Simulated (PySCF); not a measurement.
How methods differ on the ionisation energy of Ni

Ni [Ar] 3d8 4s2 (3F) → Ni⁺ [Ar] 3d9 (2D), as a difference of total energies. Computed with PySCF 2.14 in 6-31G*, with the non-relativistic Hamiltonian (point nucleus). Correlated levels: valence: [Ar] frozen. The calculations carry no spin-orbit coupling.

```tsv
method	ionisation energy (eV)	difference from reference (eV)
UHF	9.263	+1.623
PBE	9.201	+1.561
MP2 (valence)	8.471	+0.831
SCS-MP2 (valence)	8.670	+1.030
```

Reference: 7.640 eV (measured; NIST Atomic Spectra Database, ionization energies).

These non-relativistic numbers lack the scalar-relativistic shift.

The reference lies between the lowest fine-structure levels, while these numbers refer to the centres of the terms.

Errors of the correlated levels include the incompleteness of this basis and the frozen core.
